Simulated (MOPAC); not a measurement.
Job for MOPAC: PM3 on SeH+, 2S+1 = 3, a spin state set in the input, which need not be the lowest, a point of a bond scan (R = 1.496 Å). Charge +1.

```
PM3 1SCF PRECISE CHARGE=1 UHF MS=1 THREADS=1
HSe

H      0.00000000 1     0.00000000 1     0.00000000 1
Se     0.00000000 1     0.00000000 1     1.49644100 1
```

It printed:

```
*******************************************************************************
 **                                                                           **
 **                              MOPAC v23.2.5                                **
 **                                                                           **
 *******************************************************************************
 ** MOPAC's Digital Object Identifier: https://doi.org/10.5281/zenodo.6511958 **
 **                                                                           **
 ** Please cite the open-source release paper for use of this MOPAC version:  **
 ** J. E. Moussa and J. J. P. Stewart (2026)                                  **
 ** MOPAC: An open-source semiempirical molecular orbital program             **
 ** J. Open Source Softw., 11(119), 8025, https://doi.org/10.21105/joss.08025 **
 *******************************************************************************

                              PM3 CALCULATION RESULTS

 *******************************************************************************
 *  PM3        - The PM3 Hamiltonian to be used
 *  UHF        - UNRESTRICTED HARTREE-FOCK CALCULATION
 *
 *
 *
 *                 CHARGE ON SYSTEM = +1
 *
 *
 *
 *  MS=        - IN MECI, MAGNETIC COMPONENT OF SPIN =  1.0
 *  PRECISE    - TIGHTER CRITERIA TO BE USED
 *  1SCF       - DO 1 SCF AND THEN STOP
 *  THREADS=1  - MULTI-THREADING NOT USED
 *  T=         - A TIME OF 172800.0 SECONDS REQUESTED
 *  DUMP=N     - RESTART FILE WRITTEN EVERY 7200.0 SECONDS REQUESTED
 *******************************************************************************
PM3 1SCF PRECISE CHARGE=1 UHF MS=1 THREADS=1
 HSe

   ATOM   CHEMICAL          X               Y               Z
  NUMBER   SYMBOL      (ANGSTROMS)     (ANGSTROMS)     (ANGSTROMS)

     1       H          0.00000000  *   0.00000000  *   0.00000000  *
     2      Se          0.00000000  *   0.00000000  *   1.49644100  *



          CARTESIAN COORDINATES

    NO.       ATOM           X           Y           Z

     1         H          0.0000      0.0000      0.0000
     2        Se          0.0000      0.0000      1.4964

  H: (PM3): J. J. P. STEWART, J. COMP. CHEM. 10, 209 (1989).
 Se: (PM3): J. J. P. STEWART, J. COMP. CHEM. 12, 320-341 (1991).

           Empirical Formula: H Se  =     2 atoms



      MOLECULAR POINT GROUP   :   C*v


          UHF CALCULATION, NO. OF ALPHA ELECTRONS =    4
                           NO. OF BETA  ELECTRONS =    2

 -------------------------------------------------------------------------------
 PM3 1SCF PRECISE CHARGE=1 UHF MS=1 THREADS=1
 HSe



     1SCF WAS SPECIFIED, SO BFGS WAS NOT USED
     SCF FIELD WAS ACHIEVED


                              PM3 CALCULATION
                                                       MOPAC v23.2.5 Linux




          FINAL HEAT OF FORMATION =        250.86524 KCAL/MOL =    1049.62015 KJ/MOL


          COSMO AREA              =         63.59 SQUARE ANGSTROMS
          COSMO VOLUME            =         47.52 CUBIC ANGSTROMS

          IONIZATION POTENTIAL    =         17.445291 EV
          ALPHA SOMO LUMO (EV)    =        -19.810 -7.053
          BETA  SOMO LUMO (EV)    =        -17.445 -8.927
          NO. OF ALPHA ELECTRONS  =          4
          NO. OF BETA  ELECTRONS  =          2
          MOLECULAR WEIGHT        =         79.9679         POINT GROUP:  C*v

          MOLECULAR DIMENSIONS (Angstroms)

            Atom       Atom       Distance
           Se     2    H     1     1.49644
           Se     2    H     1     0.00000
            H     1   Se     2     0.00000


          SCF CALCULATIONS        =          1





   ATOM   CHEMICAL          X               Y               Z
  NUMBER   SYMBOL      (ANGSTROMS)     (ANGSTROMS)     (ANGSTROMS)

     1       H          0.00000000  *   0.00000000  *   0.00000000  *
     2      Se          0.00000000  *   0.00000000  *   1.49644100  *

                             CARTESIAN COORDINATES

   1    H        0.000000000     0.000000000     0.000000000
   2   Se        0.000000000     0.000000000     1.496441000


           Empirical Formula: H Se  =     2 atoms



      MOLECULAR POINT GROUP   :   C*v


          ALPHA EIGENVALUES
 -29.52029 -20.61535 -19.81048 -19.81048  -7.05255


           BETA EIGENVALUES
 -23.69897 -17.44529  -8.92685  -8.92685  -6.60257


              NET ATOMIC CHARGES AND DIPOLE CONTRIBUTIONS

  ATOM NO.   TYPE          CHARGE      No. of ELECS.   s-Pop       p-Pop
    1          H           0.081928        0.9181     0.91807
    2         Se           0.918072        5.0819     1.93289     3.14904
 DIPOLE           X         Y         Z       TOTAL
 POINT-CHG.     0.000     0.000    -0.498     0.498
 HYBRID        -0.000     0.000    -1.041     1.041
 SUM           -0.000     0.000    -1.539     1.539


          ATOMIC ORBITAL ELECTRON POPULATIONS

     Atom    s        px        py        pz
    1  H   0.91807
    2 Se   1.93289   1.00000   1.00000   1.14904


                    (SZ)    =    1.000000
                    (S**2)  =    2.087290


          ATOMIC ORBITAL SPIN POPULATIONS

    Atom   Total    s     px     py     pz
         Atomic
    1  H -0.2868 -0.287
    2 Se  2.2868  0.042  1.000  1.000  0.245

 **********************
 *                    *
 * JOB ENDED NORMALLY *
 *                    *
 **********************




 == MOPAC DONE ==
```

The run finished.

Cost: very roughly 0.03 core-seconds.
